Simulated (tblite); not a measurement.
Compound: C₄H₄FO₂S (doublet state).
SMILES with atom numbers: `[OH:1][C:2]1=[C:3]([OH:4])[S:5][C@@H:6]([F:7])[CH:8]1` (hydrogens: H9 on O1; H10 on O4; H11 on C6; H12 on C8)

Structure optimised with GFN2-xTB, isolated species. This method treats the open shell by occupation alone, without spin polarisation.

Task: What internal coordinates does the optimisation give?

Result: 
| bond | length (bohr) |
| --- | --- |
| O1–C2 | 2.581 |
| C2=C3 | 2.643 |
| C3–O4 | 2.544 |
| C3–S5 | 3.277 |
| S5–C6 | 3.484 |
| C6–F7 | 2.615 |
| C6–C8 | 2.797 |
| C2–C8 | 2.589 |
| O1–H9 | 1.819 |
| O4–H10 | 1.830 |
| C6–H11 | 2.073 |
| C8–H12 | 2.028 |

A selection of angles:
| angle | degrees |
| --- | --- |
| C2–O1–H9 | 109.1 |
| O1–C2–C3 | 118.0 |
| O1–C2–C8 | 127.0 |
| C3–C2–C8 | 114.9 |
| C2–C3–O4 | 126.1 |
| C2–C3–S5 | 112.9 |
| O4–C3–S5 | 121.0 |
| C3–O4–H10 | 108.0 |
| C3–S5–C6 | 91.4 |
| S5–C6–F7 | 109.3 |
| S5–C6–C8 | 106.6 |
| S5–C6–H11 | 108.6 |
| F7–C6–C8 | 111.8 |
| F7–C6–H11 | 105.0 |
| C8–C6–H11 | 115.4 |
| C6–C8–H12 | 120.1 |
| C2–C8–C6 | 113.9 |
| C2–C8–H12 | 125.8 |

Torsions: O1–C2–C3–O4 0° (synperiplanar); C2–C3–S5–C6 -3° (synperiplanar); C3–S5–C6–F7 -116° (anticlinal); S5–C6–C8–C2 -6° (synperiplanar); O1–C2–C8–C6 -177° (antiperiplanar); H9–O1–C2–C3 -177° (antiperiplanar); H10–O4–C3–C2 0° (synperiplanar).

C3 (carbon bonded to C, O and S) is planar (angles 126.1°, 121.0° and 112.9°, sum 360.0°, 0.01 Å off the plane of its three neighbours). The 5-membered ring C2–C3–S5–C6–C8 has internal angles of 91.4° to 114.9° (sum 540°, against 540° for a flat polygon); it is almost planar, 0.03 Å rms from its mean plane, widest ring torsion 6°. The C–C distances run from 1.370 Å (C2–C8, drawn single in a drawing that doesn't fit all lengths) to 1.480 Å (C6–C8, drawn single in a drawing that doesn't fit all lengths), a spread of 0.110 Å. Of the pairs four or more bonds apart, those above aside, H9···H12 is among the closest relative to their van der Waals radii: 2.50 Å, 104 % of the sum of Bondi's values. H10 on O4 lies 2.36 Å from O1, 4 bonds away (angle at H 109°; Bondi radii sum to 2.72 Å). The 2 C–S bonds span 1.734 Å (C3–S5, drawn single in a drawing that doesn't fit all lengths) to 1.844 Å (S5–C6, drawn single in a drawing that doesn't fit all lengths), a spread of 0.110 Å. C2 (carbon bonded to 2 C and O) is planar (angles 127.0°, 118.0° and 114.9°, sum 360.0°, 0.01 Å off the plane of its three neighbours).

Point group: C1 (no symmetry element, even within 0.4 Å). Its GFN2-xTB frequencies are all real (lowest 83 cm⁻¹). Torsions: H–O1–C2–C3 -177°, C2–C3–O4–H 0°. 2 starts were optimised and ended at 0.00 and 1.68 kcal/mol (GFN2-xTB); the lowest of these is shown.

The run took 0.58 s wall on Arm Neoverse V1, one thread, shared host with 32 logical CPUs at a one-minute load of 12. That covers the optimisation of the geometry.

One conformer stands for the species.

The numbers are calculated, not measured.
